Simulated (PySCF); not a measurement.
C₂H₈BGeN.
Cartesian coordinates in Å at the PBE0-D3(BJ)/def2-SVP level; atoms count from 1:
```
atom  x, y, z in Å
C1     2.5272    0.2296    0.4653
C2     1.1891    0.1521    0.4069
B3     0.4448   -0.2841   -0.8913
N4    -0.9567   -0.3426   -0.9727
Ge5   -2.1878    0.0623    0.3546
H6     3.1429   -0.0163   -0.4073
H7     3.0660    0.5375    1.3683
H8     0.6356    0.4124    1.3214
H9     1.0939   -0.5867   -1.8736
H10   -1.3597   -0.6397   -1.8550
H11   -3.5761   -0.1344   -0.2766
H12   -2.0074    1.5191    0.8115
H13   -2.0047   -0.8855    1.5517
```

Theory: PBE0-D3(BJ)/def2-SVP geometry optimisation, gas phase (PySCF 2.14.0).

Take the most abundant isotopes and a rigid rotor. The values belong to one conformer with, in the numbering `[CH2:1]=[CH:2][BH:3][NH:4][GeH3:5]`, C1–C2–B3–N4 -179°, C2–B3–N4–Ge5 0°.

Q: Give the principal moments of inertia and the rotational constants in MHz.

A: Ia = 55.75, Ib = 387.79, Ic = 437.15 u·Å²; 505379 MHz·u·Å²/I gives A = 9065, B = 1303, C = 1156 MHz.

Q: Classify the top.

A: A near-prolate asymmetric top: κ = (2 × 1303 − 9065 − 1156)/(9065 − 1156) = -0.96.

Q: Is it planar, by Δ = Ic − Ia − Ib?

A: Not planar: Δ = Ic − Ia − Ib = -6.39 u·Å². For a rigid frame Δ = −2 Σ m c², so Σ m c² = 3.20 u·Å² lies off the ab plane, practically all of it from hydrogen. The atom farthest from that plane is 1.28 Å away.

Q: Give the other two planar moments, Paa and Pbb, and the rms extents of the mass along the axes.

A: Paa = Σ m a² = (Ib + Ic − Ia)/2 = 384.59 and Pbb = Σ m b² = (Ia + Ic − Ib)/2 = 52.56 u·Å². With the mass M = 131.00 u, the rms extents √(P/M) along a, b and c are 1.71, 0.63, 0.16 Å.

Q: Where do the levels up to J = 3 lie, in K?

A: Above 0(0,0), as E/k:
J = 1: 1(0,1) 0.118, 1(1,1) 0.491, 1(1,0) 0.498
J = 2: 2(0,2) 0.354, 2(1,2) 0.720, 2(1,1) 0.741, 2(2,1) 1.858, 2(2,0) 1.858
J = 3: 3(0,3) 0.708, 3(1,3) 1.063, 3(1,2) 1.105, 3(2,2) 2.212, 3(2,1) 2.213, 3(3,1) 4.092, 3(3,0) 4.092
Those of J = 1 are B + C, A + C and A + B.

Q: Predict some low-J microwave lines.

A: The dipole components are |μa| = 1.20 D, |μb| = 0.06 D, |μc| = 0.01 D. The squared components, which scale the intensities, stand as 1.00 : 0.00 : 0.00 (a : b : c). Some of the stronger lines:

```tsv
type	branch	J(Ka,Kc)	MHz	lower level (cm⁻¹)
a	Q	2(1,1) ← 2(1,2)	441	0.500
a	Q	3(1,2) ← 3(1,3)	883	0.739
a	R	1(0,1) ← 0(0,0)	2459	0.000
a	R	2(1,2) ← 1(1,1)	4771	0.341
a	R	2(0,2) ← 1(0,1)	4917	0.082
a	R	2(1,1) ← 1(1,0)	5066	0.346
a	R	3(1,3) ← 2(1,2)	7156	0.500
a	R	3(0,3) ← 2(0,2)	7370	0.246
a	R	3(2,2) ← 2(2,1)	7378	1.291
a	R	3(2,1) ← 2(2,0)	7386	1.292
a	R	3(1,2) ← 2(1,1)	7597	0.515
```

No PBE0-D3(BJ)/def2-SVP frequencies stand behind this structure, so it isn't proved a minimum. Constants of a rigid frame at the computed geometry: no zero-point averaging, no centrifugal distortion. A rigid rotor knows nothing of internal rotation, which can split or shift real lines. Quadrupole hyperfine structure (11B, 14N) is left out.
